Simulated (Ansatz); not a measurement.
Gas-phase electronic energies from Ansatz, PBE0-D4/def2-TZVP geometries. CCSD(T)/CBS adds triple-zeta CCSD(T) − MP2 to the extrapolated MP2 energy (def2 sets, frozen cores). This one scheme is used for every species. Each species was taken in one conformer, which may not be the lowest.

`SCCS` + `CCCCC` → `CCCCCCCS` + H₂S  (formal exchange of groups at a C–S bond)

| level | ΔE (kJ/mol) |
| --- | --- |
| SCS-MP2/def2-TZVPP | -6.5 |
| CCSD/CBS(def2) | -7.1 |

Task: What does CCSD(T)/CBS give? (An estimate is asked.)

Result: Computed: -6.6 kJ/mol. The listed levels differ from it by 0.1, -0.5 kJ/mol.

Largest T1 diagnostic among the species: 0.010.

In def2-TZVPP, CCSD(T) changes the Hartree–Fock value by −6.3 kJ/mol (the triples alone add +0.6 kJ/mol) and MP2 by −3.5 kJ/mol. The D4 term adds −3.6 kJ/mol with B3LYP and −3.0 kJ/mol with PBE0; it sums over pairs of atoms, weighted by their polarisabilities, and B3LYP, whose exchange is more repulsive, gets the larger term. From PBE to PBE0 (25 % exact exchange), in def2-TZVPP and without D4, ΔE moves by −3.3 kJ/mol.

B3LYP here is the variant with VWN-RPA as its local correlation; programs differ in this.
